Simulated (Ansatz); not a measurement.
One arrangement of a pair

The pair of Cu⁺ (SMILES [Cu+], atom 1) and CH$_{4}$S (SMILES CS, atoms 2–7), both closed shells, in one local arrangement (a lower one may exist), relaxed at PBE0-D4/def2-TZVP:

```csv
atom,x (Å),y (Å),z (Å)
Cu1,0.2200,-0.1123,-2.5286
C2,-0.1107,0.4653,0.6636
S3,0.7306,-0.6851,-0.4608
H4,-1.1590,0.5891,0.4071
H5,0.4188,1.4138,0.5878
H6,0.0020,0.0680,1.6713
H7,-0.1017,-1.7387,-0.3403
```

Computed with Ansatz 0.2.0 (basis: def2-TZVPPD, with def2-QZVPPD for the basis limit); correlated methods freeze the cores. The 3s and 3p shells of Cu and Zn are frozen; filled d shells are correlated. B3LYP uses VWN-RPA correlation. Extrapolation: Hartree–Fock as exp(−7.88 √X), correlation as X^−2.97. Interaction energies count from these two fragments, frozen as in the pair, with the counterpoise correction; negative means bound.

Task: What is the interaction energy by CCSD(T) at an estimated basis limit (MP2 extrapolated from triple and quadruple zeta, plus CCSD(T) − MP2 in triple zeta)? (To be estimated.)

Result: By the calculation: -50.71 kcal/mol. Hartree–Fock alone gives -31.49 kcal/mol at the basis limit. It counts from the two fragments frozen as in the pair.

The same quantity by other methods in triple zeta, and each one's difference from that estimate:
| method | E_int (kcal/mol) | difference |
| --- | --- | --- |
| PBE-D4 | -64.67 | -13.96 |
| revPBE-D4 | -60.51 | -9.80 |
| BLYP-D4 | -63.24 | -12.53 |
| r2SCAN-D4 | -63.31 | -12.60 |
| B97M-V | -60.51 | -9.80 |
| PBE0-D4 | -56.19 | -5.49 |
| B3LYP-D4 | -57.01 | -6.31 |
| HSE06-D4 | -56.08 | -5.37 |
| wB97X-V | -52.72 | -2.01 |
| wB97M-V | -52.38 | -1.67 |
| B2PLYP | -52.74 | -2.03 |
| HF | -31.37 | 19.34 |
| MP2 | -48.94 | 1.77 |
| CCSD | -43.35 | 7.36 |
| CCSD(T) | -45.87 | 4.84 |
Differences are method less estimate.

Task: Which atoms make the shortest contact between the fragments?

Result: Cu1 and S3, 2.21 Å apart.

Energy to bend the free fragments (PBE0-D4 minima) into their shapes in the pair, CCSD(T)/def2-TZVPPD: CH$_{4}$S 0.44 kcal/mol. This must be added to the interaction energy to get the binding energy from relaxed fragments.

Basis-set superposition shift (counterpoise-corrected less uncorrected): CCSD(T) 1.66; MP2 1.54; HF 0.35; PBE0-D4 0.39; wB97M-V 0.38 kcal/mol.

No T1 diagnostic of these runs exceeds 0.020.

For scale, one of the runs: CCSD(T)/def2-TZVPPD, 223 basis functions, launched by `ansatz run in.yaml --threads 4 --pin off --events-out ev --progress --plain --max-ram 9574MiB`. Time: 19 s of wall clock on 4 CPU threads of an Intel Xeon 6975P-C; the host was shared. Peak host memory: 3.4 GiB.
